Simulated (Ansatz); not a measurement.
Pulling on the Te1–H2 bond in GeH4Te (SMILES [GeH3][TeH]) (multiplicity 1 held, fragments rigid). Energies count from the point at 1.663 Å.
Geometry at that point (charge 0, multiplicity 1):
```
atom    x (Å)    y (Å)    z (Å)
----  -------  -------  -------
Te    -0.0990   0.8069   0.6543
H      0.2623   1.8715  -0.5710
Ge     0.1362  -1.2174  -0.9315
H      1.5605  -1.2952  -1.5033
H     -0.1526  -2.4507  -0.0626
H     -0.8826  -1.1284  -2.0785
```

R- and RO- levels are restricted; in cc, def2 and unpolarised 6-31G sets they are followed outwards from rest. Active spaces are followed from a long bond inwards. Levels need not reach the same state.

Frozen-core correlation. Filled d and f shells under p-block atoms count as core.

Run with Ansatz (Gaussian orbitals). Values without a source in brackets are computed. In def2 rows elements past Kr take small-core potentials, without spin–orbit coupling.

Energies in eV.

```tsv
R (Å)	R-HF/def2-SVP	R-MP2/def2-SVP	R-CCSD/def2-SVP	R-CCSDT(Q)/def2-SVP	FIC-MRCISD+Q on CASSCF(2,2)/def2-SVP
1.330	1.56	1.59	1.62	1.63	1.63
1.497	0.27	0.29	0.31	0.32	0.32
1.663	0.00	0.00	0.00	0.00	0.00
1.829	0.23	0.21	0.18	0.17	0.17
1.995	0.71	0.64	0.57	0.55	0.55
2.245	1.58	1.43	1.27	1.22	1.22
2.494	2.45	2.20	1.91	1.82	1.82
2.910	3.73	3.21	2.65	2.47	2.47
3.326	4.74	3.86	3.04	2.77	2.77
3.825	5.64	4.19	3.23	2.88	2.89
4.490	6.43	4.05	3.31	2.92	2.93
5.321	6.99	3.36	3.34	2.92	2.93
```

Doubts at one or more of the structures used: a restricted determinant that unrestricted orbitals would lower (R-HF/def2-SVP, R-MP2/def2-SVP, R-CCSD/def2-SVP, R-CCSDT(Q)/def2-SVP); other coupled-cluster roots lie near (R-CCSD/def2-SVP, R-CCSDT(Q)/def2-SVP).

Ansatz is a quantum-chemistry and plane-wave program.
